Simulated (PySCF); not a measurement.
²⁹Si chemical shifts

Relativity neglected, no solvent model, fast rotation and ring inversion assumed for equivalent nuclei, one conformer. GFN2-xTB structure; σ from GIAO-PBE0/pcSseg-1; PySCF.

Shieldings were converted by a linear fit to measured shifts: ²⁹Si (scatter 8.9 ppm rms, 25.8 ppm with the 6 outliers that the fit left out vs TMS, solution or neat liquid). A few per cent of atoms miss by over 2 rms, more outside the fitted compound classes.

Give the ²⁹Si shifts of `CS[SiH2]SCn1cccc1`, `F[SiH2]N(C[SiH3])C1CC1`, `CC[C@](F)(C[SiH3])[SiH2]F`, `N#C[SiH2]CC(=O)CC[SiH3]`, `C=CC[C@H](C#N)[SiH2]O[SiH3]`, `CSc1ncc([SiH3])cp1`, `C#CC[C@@H]1C[SiH2]O[Si@H]1N`, `CC[Si@@H]1CC[Si@H](C#N)O1`, `FCCC([SiH3])([SiH3])CF`.

## Answers


```
                                                         compound                                              environment  δ (ppm)
                                                CS[SiH2]SCn1cccc1                               silicon bonded to 2 S, 2 H    -17.8
        [F:1][SiH2:2][N:3]([CH2:4][SiH3:5])[CH:6]1[CH2:7][CH2:8]1                         Si2: silicon bonded to F, N, 2 H    -25.2
        [F:1][SiH2:2][N:3]([CH2:4][SiH3:5])[CH:6]1[CH2:7][CH2:8]1                            Si5: silicon bonded to C, 3 H    -71.3
        [CH3:1][CH2:2][C@:3]([F:4])([CH2:5][SiH3:6])[SiH2:7][F:8]                         Si7: silicon bonded to C, F, 2 H     -6.3
        [CH3:1][CH2:2][C@:3]([F:4])([CH2:5][SiH3:6])[SiH2:7][F:8]                            Si6: silicon bonded to C, 3 H    -71.1
    [N:1]#[C:2][SiH2:3][CH2:4][C:5](=[O:6])[CH2:7][CH2:8][SiH3:9]                            Si9: silicon bonded to C, 3 H    -67.4
    [N:1]#[C:2][SiH2:3][CH2:4][C:5](=[O:6])[CH2:7][CH2:8][SiH3:9]                          Si3: silicon bonded to 2 C, 2 H    -78.4
   [CH2:1]=[CH:2][CH2:3][C@H:4]([C:5]#[N:6])[SiH2:7][O:8][SiH3:9]                         Si7: silicon bonded to C, O, 2 H    -29.4
   [CH2:1]=[CH:2][CH2:3][C@H:4]([C:5]#[N:6])[SiH2:7][O:8][SiH3:9]                            Si9: silicon bonded to O, 3 H    -38.1
                                               CSc1ncc([SiH3])cp1                                 silicon bonded to C, 3 H    -61.8
 [CH:1]#[C:2][CH2:3][C@@H:4]1[CH2:5][SiH2:6][O:7][Si@H:8]1[NH2:9]  Si8: silicon bonded to C, N, O, H, in a 5-membered ring     -5.2
 [CH:1]#[C:2][CH2:3][C@@H:4]1[CH2:5][SiH2:6][O:7][Si@H:8]1[NH2:9]   Si6: silicon bonded to C, O, 2 H, in a 5-membered ring    -11.5
[CH3:1][CH2:2][Si@@H:3]1[CH2:4][CH2:5][Si@H:6]([C:7]#[N:8])[O:9]1   Si3: silicon bonded to 2 C, O, H, in a 5-membered ring      9.4
[CH3:1][CH2:2][Si@@H:3]1[CH2:4][CH2:5][Si@H:6]([C:7]#[N:8])[O:9]1   Si6: silicon bonded to 2 C, O, H, in a 5-membered ring    -25.6
                                           FCCC([SiH3])([SiH3])CF                            silicon bonded to C, 3 H (×2)    -59.7
```
